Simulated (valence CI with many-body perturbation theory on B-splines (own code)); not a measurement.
# E1 transitions of Ti II

Method: valence CI with perturbative core correlation (CI+MBPT): three valence electrons over a frozen Dirac-Fock core [Ar], a basis of 7 s, 7 p, 8 d, 6 f, 4 g, 1 h functions for each j, with the one-electron correlation potential Σ1, the two-electron term Σ2, the three-electron term Σ3, Breit, model QED; selected CI, second order for the rest, scaled by the run's own slope (own B-spline code, finite nucleus).

Set against measurement, 52 paired levels are off by 450 cm⁻¹ on average, the worst by 1295. These come from a selection out of the NIST Handbook of Basic Atomic Spectroscopic Data. Levels without a partner in it may be off by more, other configurations by 1,000 to 4,000 cm⁻¹.

Lines 201 to 250 of 421 in falling wavelength, among levels below 80950 cm⁻¹, chosen from the strongest by gf and those to the six lowest levels. Wavelengths and rates use the calculated energies, so an error of 400 cm⁻¹ moves a line at 320.2 nm by 1.3 % and its rate by three times that or more. Electric multipoles are in the length gauge, E1 and E2 with the static RPA response of the core. Weak lines are less certain than strong ones. Lines between different terms over intervals too small for the method are left out, as are lines whose strength nearly cancels. Where a level lies close to another of its J and parity, the split of strength between their lines is uncertain. The highest levels of a list are the least certain.

Names give the largest LS component (configuration and term), which can be under half, so a name can repeat, a term be missing and a line seem to break the LS rules; names also repeat where a configuration has a term twice. Letters in brackets count levels of one name in rising energy.

```
λ vac (nm)  λ from measured levels              Upper              Lower   A (s⁻¹)  log gf  Branch %
     320.8                               3d²5s ⁴F_3/2      3d²4p ⁴F°_3/2  8.41e+07   -0.28      26.6
     320.5                           3d²4d ²D_5/2 [c]  3d²4p ²F°_7/2 [c]  1.03e+08   -0.02      27.4
     320.2                   315.8  3d²4p ²D°_3/2 [a]       3d²4s ⁴F_5/2  9.75e+05   -2.22       0.7
     320.2                               3d²5s ²F_5/2  3d²4p ²D°_3/2 [a]  5.02e+07   -0.33      17.0
     320.1                               3d²5s ²F_7/2  3d²4p ²D°_5/2 [a]  5.53e+07   -0.17      18.7
     319.9                               3d²5s ²D_5/2  3d²4p ²D°_5/2 [b]  7.97e+07   -0.13      25.3
     319.3                   314.9  3d²4p ²D°_3/2 [a]       3d²4s ⁴F_3/2  9.35e+06   -1.24       6.6
     318.8                   314.5  3d²4p ²D°_5/2 [a]       3d²4s ⁴F_7/2  5.02e+06   -1.34       3.5
     317.5                   313.2  3d²4p ²D°_5/2 [a]       3d²4s ⁴F_5/2  6.55e+06   -1.23       4.6
     316.6                   312.3  3d²4p ²D°_5/2 [a]       3d²4s ⁴F_3/2  4.33e+05   -2.41       0.3
     315.9                          3d²4p ²F°_7/2 [c]       3d²4s ²G_9/2  1.18e+08    0.15      70.0
     314.7                               3d²5s ²F_7/2  3d²4p ²F°_7/2 [a]  9.84e+07    0.07      33.2
     314.7                               3d²5s ²F_5/2  3d²4p ²F°_5/2 [a]  1.01e+08   -0.05      34.1
     314.5                          3d²4p ²F°_5/2 [c]       3d²4s ²G_7/2  1.25e+08    0.05      73.5
     314.3                               3d²5s ⁴P_5/2  3d²4p ⁴D°_7/2 [b]  1.44e+08    0.11      44.9
     314.3                              3d²4p ⁴P°_5/2       3d²4s ⁴P_5/2  6.86e+07   -0.21      34.2
     313.2                               3d²5s ⁴P_3/2  3d²4p ⁴D°_5/2 [b]  1.11e+08   -0.18      34.6
     312.9                   308.9  3d²4p ⁴D°_7/2 [a]       3d²4s ⁴F_9/2  1.55e+08    0.26      60.5
     312.0                   308.0  3d²4p ⁴D°_5/2 [a]       3d²4s ⁴F_7/2  1.36e+08    0.08      54.0
     311.6                   307.6  3d²4p ⁴D°_3/2 [a]       3d²4s ⁴F_5/2  1.39e+08   -0.09      54.5
     311.4                   307.4  3d²4p ⁴D°_1/2 [a]       3d²4s ⁴F_3/2  1.81e+08   -0.28      69.8
     311.3                   307.3  3d²4p ⁴D°_7/2 [a]       3d²4s ⁴F_7/2  2.16e+07   -0.60       8.4
     311.2                              3d²4p ⁴P°_5/2         3d³ ⁴P_5/2  6.70e+07   -0.23      33.4
     311.1                               3d²5s ⁴F_9/2     3d²4p ⁴G°_11/2  1.26e+08    0.26      39.8
     310.7                   306.7  3d²4p ⁴D°_3/2 [a]       3d²4s ⁴F_3/2  3.59e+07   -0.68      14.0
     310.7                   306.7  3d²4p ⁴D°_5/2 [a]       3d²4s ⁴F_5/2  3.13e+07   -0.57      12.4
     310.5                           3d²4d ²G_7/2 [c]  3d²4p ²F°_5/2 [c]  8.40e+07   -0.01      20.9
     310.2                               3d²5s ⁴F_7/2      3d²4p ⁴G°_9/2  1.16e+08    0.13      36.7
     310.0                   306.1  3d²4p ⁴D°_7/2 [a]       3d²4s ⁴F_5/2  1.14e+06   -1.88       0.4
     309.8                   305.8  3d²4p ⁴D°_5/2 [a]       3d²4s ⁴F_3/2  1.77e+06   -1.82       0.7
     309.4                           3d²4d ²F_5/2 [c]  3d²4p ²D°_3/2 [c]  2.29e+08    0.29      58.1
     309.4                               3d²5s ⁴F_5/2      3d²4p ⁴G°_7/2  1.14e+08   -0.01      36.2
     309.0                           3d²4d ²F_7/2 [c]  3d²4p ²D°_5/2 [c]  2.45e+08    0.45      62.1
     308.6                           3d²4d ²G_9/2 [c]  3d²4p ²F°_7/2 [c]  8.81e+07    0.10      21.9
     308.5                               3d²5s ⁴F_3/2      3d²4p ⁴G°_5/2  1.30e+08   -0.13      41.1
     308.3                              3d²4p ²H°_9/2         3d³ ²H_9/2  3.30e+07   -0.33      16.2
     308.3                           3d²4d ⁴D_3/2 [a]  3d²4p ⁴D°_5/2 [a]  7.44e+07   -0.37      17.4
     307.7                           3d²4d ²F_5/2 [a]  3d²4p ⁴D°_5/2 [a]  7.61e+07   -0.19      17.9
     307.4                           3d²4d ⁴D_3/2 [a]  3d²4p ⁴D°_3/2 [a]  1.09e+08   -0.21      25.7
     307.3                           3d²4d ⁴D_1/2 [a]  3d²4p ⁴D°_1/2 [a]  1.39e+08   -0.41      32.5
     307.1                           3d²4d ⁴D_7/2 [a]  3d²4p ⁴D°_7/2 [a]  1.43e+08    0.21      33.5
     307.1                             3d²4p ²H°_11/2        3d³ ²H_11/2  3.46e+07   -0.23      16.6
     307.0                           3d²4d ⁴D_5/2 [a]  3d²4p ⁴D°_5/2 [a]  7.29e+07   -0.21      17.2
     306.7                           3d²4d ⁴D_3/2 [a]  3d²4p ⁴D°_1/2 [a]  7.14e+07   -0.39      16.8
     306.1                           3d²4d ⁴D_5/2 [a]  3d²4p ⁴D°_3/2 [a]  4.72e+07   -0.40      11.2
     305.7                           3d²4d ²F_7/2 [a]  3d²4p ⁴D°_7/2 [a]  8.92e+07    0.00      21.2
     305.7                               3d²5s ²G_9/2  3d²4p ²G°_9/2 [b]  1.29e+08    0.26      40.1
     305.3                               3d²5s ²G_7/2  3d²4p ²G°_7/2 [b]  1.25e+08    0.15      39.1
     304.5                           3d²4d ²D_5/2 [c]  3d²4p ²P°_3/2 [b]  1.66e+08    0.14      44.4
     303.4                           3d²4d ²D_3/2 [c]  3d²4p ²P°_1/2 [b]  1.32e+08   -0.14      35.4
```
